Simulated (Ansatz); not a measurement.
Start from `[NH2][Ge][F]` and change one element to get `N[Si]F`.

Ansatz, PBE0-D4/def2-TZVP geometries, multiplicity 1. Each molecule was computed in one conformer, which needn't be the lowest.

Scalar relativity is left out up to krypton.

| property | `[NH2][Ge][F]` |
| --- | --- |
| HOMO energy (PBE/def2-TZVPP) / eV | -6.52 |
| LUMO energy (PBE/def2-TZVPP) / eV | -2.24 |
| LUMO energy (PBE0/def2-TZVPP) / eV | -1.49 |
| HOMO–LUMO gap (B3LYP/def2-TZVPP) / eV | 5.84 |
| ideal-gas entropy at 298 K and 1 bar (rigid rotor, harmonic PBE0-D4/def2-TZVP) / J/(mol·K) | 285 |
| HOMO energy (ωB97M-V/def2-TZVPP) / eV | -9.94 |

(1) Give the same properties after the change, and the shifts. (An estimate is asked.)

## Answers

(1) The calculation gave: 
| property | `N[Si]F` | shift |
| --- | --- | --- |
| HOMO energy (PBE/def2-TZVPP) / eV | -6.00 | 0.52 |
| LUMO energy (PBE/def2-TZVPP) / eV | -1.92 | 0.32 |
| LUMO energy (PBE0/def2-TZVPP) / eV | -1.11 | 0.38 |
| HOMO–LUMO gap (B3LYP/def2-TZVPP) / eV | 5.68 | -0.16 |
| ideal-gas entropy at 298 K and 1 bar (rigid rotor, harmonic PBE0-D4/def2-TZVP) / J/(mol·K) | 270 | -15 |
| HOMO energy (ωB97M-V/def2-TZVPP) / eV | -9.32 | 0.62 |

With PBE0 the HOMO rises by 0.57 eV and the LUMO rises by 0.38 eV, so the gap narrows by about 0.19 eV. PBE moves the HOMO by 0.52 eV and ωB97M-V by 0.62 eV.

B3LYP here is the variant with VWN-RPA as its local correlation; programs differ in this.
